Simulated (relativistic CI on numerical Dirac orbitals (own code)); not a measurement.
# Radial parameters of Ba21+

Computed by Dirac-Coulomb-Breit CI, separate exchange-only KLI orbitals for each configuration, QED by a radiative potential, unscaled Slater integrals (own radial code, finite nucleus).

Slater integrals F^k, G^k are unscaled and averaged over j, outside the closed core [Ar] 3d10; ζ comes from projecting the Hamiltonian with its Breit term on Σ l·s of the shell.

- 4s2 4p5: ζ(4p) = 104850 cm⁻¹; <r>(4p) = 0.6398, <r^2>(4p) = 0.462 (bohr units).
- 4s2 4p4 4d: F^2(4p,4p) = 161730, ζ(4p) = 105150, F^2(4p,4d) = 156700, G^1(4p,4d) = 197050, G^3(4p,4d) = 125530, ζ(4d) = 12265 cm⁻¹; <r>(4p) = 0.6397, <r^2>(4p) = 0.4618, <r>(4d) = 0.6592, <r^2>(4d) = 0.4957 (bohr units).
- 4s 4p5 4d: G^1(4s,4p) = 212330, ζ(4p) = 105020, G^2(4s,4d) = 154850, F^2(4p,4d) = 156660, G^1(4p,4d) = 197000, G^3(4p,4d) = 125490, ζ(4d) = 12358 cm⁻¹; <r>(4s) = 0.6198, <r^2>(4s) = 0.4311, <r>(4p) = 0.6398, <r^2>(4p) = 0.462, <r>(4d) = 0.6593, <r^2>(4d) = 0.496 (bohr units).

Averages of the first 10 configurations, taken without configuration mixing, which lowers the lowest level and can move excited configurations by several eV; other configurations of the list can lie among them:

| Configuration | Parity | States | Average energy above the lowest level (eV) |
| --- | --- | --- | --- |
| 4s2 4p5 | odd | 6 | 8.0 |
| 4s 4p6 | even | 2 | 86.5 |
| 4s2 4p4 4d | even | 150 | 110.2 |
| 4s 4p5 4d | odd | 120 | 185.6 |
| 4s2 4p4 4f | odd | 210 | 220.8 |
| 4s 4p5 4f | even | 168 | 296.5 |
| 4p6 4d | even | 10 | 268.2 |
| 4s 4p4 4d2 | even | 1350 | 286.7 |
| 4s2 4p3 4d 4f | even | 2800 | 323.5 |
| 4p6 4f | odd | 14 | 379.3 |
